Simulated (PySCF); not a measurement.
ClH₃O₃Ti, SMILES [OH][Ti]([OH])([OH])[Cl], multiplicity 1. Geometry optimised at r2SCAN-D4/def2-SVP. The multiplicity is an assumed one; no other spin state was optimised. The structure was generated by enumeration; whether it is a known compound was not checked. One conformer was computed; it need not be the lowest.

Level of theory: r2SCAN-D4/def2-SVP run with PySCF 2.14.0.

Harmonic wavenumbers (cm⁻¹): 150, 150, 156, 190, 190, 245, 246, 287, 412, 432, 432, 465, 766, 818, 818, 3876, 3876, 3884. Rotational constants (GHz): 3.345, 1.982, 1.982; symmetry number 3.

Task: Work out the zero-point energy and the ideal-gas rigid-rotor harmonic-oscillator thermochemistry at 298.15 K and 1 atm.

Result: ZPE = ½ Σ hcν = ½ × 17395 cm⁻¹ = 24.87 kcal/mol. H − E(el) = 30.90 kcal/mol. Entropy in cal/(mol K): translation 40.60, rotation 25.41, vibration 21.41, total 87.42. G − E(el) = 4.84 kcal/mol. Cp = 30.12 cal/(mol K).
